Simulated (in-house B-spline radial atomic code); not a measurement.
A fraction x of an electron is removed from 4s in the zinc ion Zn⁺, starting from [Ar] 3d10 4s1 and keeping the highest spin. Computed with an all-electron radial atomic-structure program (B-spline basis): scalar-relativistic (X2C) OLYP, spin-polarised, spherical fractional occupations, Fermi nucleus of rms radius 3.9283 fm.

| x | E(x) - E(0) (eV) | 4s up level (eV) |
| --- | --- | --- |
| 0 | 0.0000 | -14.162 |
| 0.11 | 1.6064 | -15.047 |
| 0.2 | 2.9933 | -15.774 |
| 0.35 | 5.4508 | -16.995 |
| 0.49 | 7.9110 | -18.154 |
| 0.5 | 8.0930 | -18.238 |
| 0.59 | 9.7686 | -19.001 |
| 0.71 | 12.1116 | -20.057 |
| 0.78 | 13.5380 | -20.702 |
| 0.94 | 16.9759 | -22.305 |
| 1 | 18.3337 | - |

The exact functional would give a straight line between the two integer points. Deviations E(x) - E(0) - x[E(1) - E(0)], in eV: -0.41 at x = 0.11, -0.673 at x = 0.2, -0.966 at x = 0.35, -1.073 at x = 0.49, -1.074 at x = 0.5, -1.048 at x = 0.59, -0.905 at x = 0.71, -0.762 at x = 0.78, -0.258 at x = 0.94.

The curve lies below the straight line by up to 1.074 eV (at x = 0.5): convex, the delocalisation error that favours fractional charges.

Problem. How well does Slater's transition state (minus the level at half occupation) give the ionisation energy?

Solution. It gives 18.238 eV against 18.334 eV from the two total energies; NIST lists 17.96 eV, ground level to ground level.
